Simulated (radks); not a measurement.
Results of a calculation; reference values are marked as such.
Au5+, configuration [Xe] 4f14 5d6.

Level of theory: scalar-relativistic Kohn-Sham, PBE, spin-unpolarised, spherical densities, finite nucleus; Fermi nuclear charge, rms radius 5.4371 fm (a radial shooting solver on a logarithmic mesh with Libxc functionals).

Energy parts (hartree):
total: -19001.1978
kinetic: 21248.7043
electron-nucleus: -47080.2438
Hartree: 7190.1496
exchange-correlation: -359.8079

Orbitals (lengths in bohr, moments of r in powers of bohr):
\begin{tabular}{lrrrrr}
orbital & occ. & eigenvalue (hartree) & <1/r> & <r^2> & <r^4> \\ \hline
1s & 2 & -2969.801 & 95.70 & 0.0003934 & 4.249e-07 \\
2s & 2 & -526.1795 & 22.44 & 0.005996 & 0.00006227 \\
2p & 6 & -455.3917 & 19.97 & 0.005047 & 0.00005052 \\
3s & 2 & -126.1779 & 8.322 & 0.03866 & 0.002251 \\
3p & 6 & -105.6337 & 7.593 & 0.03974 & 0.002473 \\
3d & 10 & -83.64903 & 7.146 & 0.03291 & 0.001901 \\
4s & 2 & -29.41243 & 3.566 & 0.1870 & 0.05045 \\
4p & 6 & -22.67219 & 3.221 & 0.2135 & 0.06744 \\
4d & 10 & -14.56768 & 2.887 & 0.2425 & 0.09327 \\
4f & 14 & -5.56800 & 2.466 & 0.2989 & 0.1813 \\
5s & 2 & -6.51941 & 1.475 & 0.9426 & 1.275 \\
5p & 6 & -4.69450 & 1.268 & 1.229 & 2.219 \\
5d & 6 & -2.58181 & 0.9668 & 2.042 & 6.546 \\
\end{tabular}

The highest occupied level is 5d at -70.255 eV. For comparison, the ionisation energy in NIST's Atomic Spectra Database is 74 eV (theoretical). In exact Kohn-Sham theory the highest level is minus the ionisation energy, but local and semilocal functionals leave it too shallow, through self-interaction and a potential that decays too fast; potentials with the right tail come closer. The density falls to 0.001 e/bohr^3 at r = 2.95 bohr.

Beside tabulated values, note that spin-unpolarised runs miss the spin-polarisation part of the exchange energy of open shells.
